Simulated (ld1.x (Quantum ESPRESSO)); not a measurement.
Sc (Z = 21): excitation energies, all-electron against TM

| Item | Value |
| --- | --- |
| Element | scandium (Sc) |
| Generator | ld1.x (Quantum ESPRESSO) 7.5 |
| Type | norm-conserving Troullier–Martins (Kleinman–Bylander form) |
| Functional | PW91 |
| Relativity | scalar-relativistic |
| Frozen core | [Ne] |
| Valence charge | 11 |
| Reference configuration | 3s2 3p6 3d1 4s2 4p0 |
| Partial waves | 3s (bound): rc 1.20 bohr; 3d (bound): rc 1.45 bohr; 3p (bound): rc 1.15 bohr |
| Local potential | the p channel |
| Core correction | none |

Occupied shells without a wave of their own: 4s. They enter only through the test configuration that unscreens the potential.

Energies are relative to the spin-unpolarised reference configuration 3s2 3p6 3d1 4s2 4p0; without spin polarisation the order of configurations can differ from experiment.

(1) Give the all-electron excitation energy and the error of the potential for: 3s2 3p6 3d1 4s1 4p0; 3s2 3p6 3d1 4s0 4p0; 3s2 3p6 3d0 4s0 4p0; 3s1 3p6 3d1 4s2 4p0; 3s2 3p6 3d2 4s1 4p0; 3s2 3p6 3d0 4s2 4p1; 3s2 3p6 3d1 4s1.5 4p0.

Levels in the configuration 3s2 3p6 3d1 4s1.5 4p0:

```
level  all-electron (eV)  pseudo (eV)
   3s            -58.377      -58.398
   3p            -36.995      -37.015
   3d             -6.501       -6.519
   4s             -6.910       -6.971
```

Answers

(1)

```csv
valence configuration,charge,ΔE all-electron (eV),error AE − PS (meV)
3s2 3p6 3d1 4s1 4p0,+1,6.936,-62
3s2 3p6 3d1 4s0 4p0,+2,19.721,-167
3s2 3p6 3d0 4s0 4p0,+3,44.706,-250
3s1 3p6 3d1 4s2 4p0,+1,61.996,+8.3
3s2 3p6 3d2 4s1 4p0,0,1.651,-31
3s2 3p6 3d0 4s2 4p1,0,3.504,+34
3s2 3p6 3d1 4s1.5 4p0,+0.5,2.774,-27
```

ld1.x printed “convergence not achieved” for 7 of the counted tests; their residual had stalled under 1e-8, short of the target of 1e-14. The 4s level has no wave, so the channel is fitted at the deeper level alone: the likely source of the large errors.
